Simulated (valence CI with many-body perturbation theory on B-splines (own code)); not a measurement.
# Forbidden lines of Ar¹⁰⁺

Computed by valence CI with perturbative core correlation (CI+MBPT): six valence electrons over a frozen Dirac-Fock core [He], a basis of 9 s, 9 p, 8 d, 6 f, 3 g, 1 h functions for each j, with the one-electron correlation potential Σ1, the two-electron term Σ2, the three-electron term Σ3, Breit, model QED; selected CI, second order for the rest, scaled by the run's own slope (own B-spline code, finite nucleus).

No measured levels were compared; by estimate levels of excited configurations hold to 0.05 to 0.15 % of their energy, terms of the ground configuration to about 0.5 %. Among the levels kept, up to 3000 cm⁻¹ of a level comes from second order outside the variational space, and about a tenth of that is noise between levels of different J, which matters for small intervals.

Lines 1 to 21 of 21 in falling wavelength, among levels below 2876600 cm⁻¹, chosen from the decays that carry over 1 % of a level's rate. Wavelengths and rates use the calculated energies, so an error of 1000 cm⁻¹ moves a line at 173.7 nm by 1.7 % and its rate by three times that or more. Electric multipoles are in the length gauge, E1 and E2 with the static RPA response of the core. Weak lines are less certain than strong ones. Lines between different terms over intervals too small for the method are left out, as are lines whose strength nearly cancels.

Names give the largest LS component (configuration and term), which can be under half, so a name can repeat, a term be missing and a line seem to break the LS rules; names also repeat where a configuration has a term twice. Letters in brackets count levels of one name in rising energy.

| λ vac (nm) | Upper | Lower | Type | A (s⁻¹) | Branch % |
| --- | --- | --- | --- | --- | --- |
| 2605 | 2s2 2p4 3P_0 | 2s2 2p4 3P_1 | M1 | 3.01e+00 | 99.9 |
| 691.7 | 2s2 2p4 3P_1 | 2s2 2p4 3P_2 | M1 | 6.72e+01 | 100.0 |
| 173.7 | 2s2 2p4 1D_2 | 2s2 2p4 3P_1 | M1 | 4.05e+01 | 14.7 |
| 138.8 | 2s2 2p4 1D_2 | 2s2 2p4 3P_2 | M1 | 2.34e+02 | 85.2 |
| 74.39 | 2s2 2p4 1S_0 | 2s2 2p4 3P_1 | M1 | 2.52e+03 | 99.6 |
| 3.798 | 2s2 2p3 3p 3P_2 [a] | 2s2 2p4 3P_0 | E2 | 2.46e+07 | 1.4 |
| 3.796 | 2s2 2p3 3p 1P_1 [a] | 2s2 2p4 1D_2 | E2 | 5.85e+07 | 2.7 |
| 3.794 | 2s2 2p3 3p 3P_1 [a] | 2s2 2p4 3P_1 | E2 | 2.83e+07 | 1.6 |
| 3.792 | 2s2 2p3 3p 3P_2 [a] | 2s2 2p4 3P_1 | E2 | 5.45e+07 | 3.1 |
| 3.780 | 2s2 2p3 3p 3D_1 [a] | 2s2 2p4 1D_2 | E2 | 3.71e+07 | 1.5 |
| 3.773 | 2s2 2p3 3p 3P_1 [a] | 2s2 2p4 3P_2 | E2 | 1.07e+08 | 6.1 |
| 3.771 | 2s2 2p3 3p 3P_2 [a] | 2s2 2p4 3P_2 | E2 | 5.12e+07 | 2.9 |
| 3.770 | 2s2 2p3 3p 3P_0 [a] | 2s2 2p4 3P_2 | E2 | 1.40e+08 | 8.4 |
| 3.759 | 2s2 2p3 3p 1F_3 | 2s2 2p4 1D_2 | E2 | 1.28e+08 | 8.2 |
| 3.695 | 2s2 2p3 3p 3F_2 | 2s2 2p4 3P_0 | E2 | 3.34e+07 | 1.7 |
| 3.690 | 2s2 2p3 3p 3F_2 | 2s2 2p4 3P_1 | E2 | 3.11e+07 | 1.5 |
| 3.686 | 2s2 2p3 3p 3F_3 | 2s2 2p4 3P_1 | E2 | 4.66e+07 | 2.2 |
| 3.684 | 2s2 2p3 3p 1D_2 [a] | 2s2 2p4 1D_2 | E2 | 1.01e+08 | 1.4 |
| 3.684 | 2s2 2p3 3p 3D_2 [a] | 2s2 2p4 3P_2 | E2 | 2.62e+07 | 1.6 |
| 3.679 | 2s2 2p3 3p 3D_3 [a] | 2s2 2p4 3P_2 | E2 | 3.67e+07 | 2.0 |
| 3.664 | 2s2 2p3 3p 3F_4 | 2s2 2p4 3P_2 | E2 | 7.31e+07 | 4.3 |
